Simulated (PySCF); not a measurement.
Electron correlation in Co (cobalt, neutral)

[Ar] 3d7 4s1 4p1, one real determinant (an excited configuration). Computed with PySCF 2.14 in x2c-TZVPPall, with the spin-free X2C one-electron Hamiltonian (Gaussian nucleus). Frozen: [Ne]; 17 electrons correlated.

```
  level  correlation energy (mhartree)
   CCSD                        -528.72
    (T)                         -11.30
CCSD(T)                        -540.02
```

Diagnostics: T1 = 0.014, D1 = 0.0421, largest double amplitude 0.041.

**Question.** Is a single reference adequate?

**Answer.** Yes: T1 lies below 0.03 and no double amplitude reaches 0.07.

The basis was made for the ground configuration and has no added diffuse functions, which can raise the energy of the promoted electron.

The reference is one real determinant that mixes LS terms of this configuration.

This basis was not built for core-valence correlation, so the inner-shell part is incomplete.
